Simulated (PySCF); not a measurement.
Species: C4H5BrO.
SMILES: `COC1[C@H](Br)C=1`

Torsions of this conformer, `[CH3:1][O:2][C:3]1=[CH:4][C@H:5]1[Br:6]`: C1–O2–C3–C4 -179°.

The closed-shell ground state was solved at several levels (PySCF, density fitting, gas phase). The structure is a single PBE0-D3(BJ)/def2-SVP conformer in the gas phase; no vibrational or solvent corrections. Relativistic effects, spin–orbit coupling among them, are left out although an element past zinc is present.

| level | basis functions | HOMO (eV) | LUMO (eV) | gap (eV) | dipole (D) |
| --- | --- | --- | --- | --- | --- |
| PBE0/6-31G* | 112 | -6.92 | 0.35 | 7.27 | 3.09 |
| LDA/def2-SVPD | 184 | -6.24 | -1.34 | 4.90 | 2.85 |
| PBE0/def2-TZVP | 233 | -7.07 | 0.03 | 7.10 | 2.90 |
| PBE/def2-SVPD | 184 | -6.07 | -1.11 | 4.96 | 2.88 |
| PBE0/def2-TZVPD | 290 | -7.10 | -0.18 | 6.92 | 2.90 |

Task: Estimate the row for PBE0/def2-SVPD, a basis of 184 functions; the other rows only guide the guess.

Result: HOMO -7.17 eV, LUMO -0.15 eV, gap 7.02 eV, dipole 2.87 D.

Task: Over all these levels, which gives the widest orbital gap and which the narrowest?

Result: PBE0/6-31G* (global hybrid, 25 % exact exchange) has the widest, 7.27 eV, and LDA/def2-SVPD (LDA) the narrowest, 4.90 eV. Functional and basis both differ between the two, so the spread mixes both effects.

Task: How much does the basis alone move the frontier levels among the 4 PBE0 rows (the withheld one included)?

Result: The HOMO by 0.25 eV and the LUMO by 0.53 eV. By rising basis size (HOMO, LUMO in eV): 6-31G* -6.92, 0.35; def2-SVPD -7.17, -0.15; def2-TZVP -7.07, 0.03; def2-TZVPD -7.10, -0.18.

Task: How far do the dipole and the HOMO energy spread over the levels?

Result: The dipole runs from 2.85 to 3.09 D (mean 2.91 D) and the HOMO from -7.17 to -6.07 eV.
